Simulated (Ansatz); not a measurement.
Reaction (redistribution): `C=CB[SeH]` + `[AlH2][CH2]Cl` → `BC=C` + `Cl[CH2][AlH][SeH]`

Program: Ansatz. Geometries: PBE0-D4/def2-TZVP. ΔE: electronic, gas phase. CBS: MP2 limit from def2 TZ/QZ plus the TZ coupled-cluster correction, frozen cores. DFT in def2-TZVPP. For Se outer-core shells are correlated without core-valence functions, which leaves a few kJ/mol of doubt a bond. Scalar relativity is left out up to krypton. One conformer a species, not always the lowest.

```
             level  ΔE (kJ/mol)
           ωB97X-V        -42.6
            r2SCAN        -40.7
     HF/def2-TZVPP        -51.8
SCS-MP2/def2-QZVPP        -44.2
```

(1) What does CCSD(T)/CBS give? (Best estimate.)

Largest T1 diagnostic among the species: 0.013.

Answers

(1) Computed: -44.4 kJ/mol. The listed levels differ from it by 1.8, 3.7, -7.4, 0.2 kJ/mol.

In def2-TZVPP, CCSD(T) changes the Hartree–Fock value by +11.5 kJ/mol (the triples alone add +1.7 kJ/mol) and MP2 by +9.6 kJ/mol. From PBE to PBE0 (25 % exact exchange), in def2-TZVPP and without D4, ΔE moves by −5.2 kJ/mol.
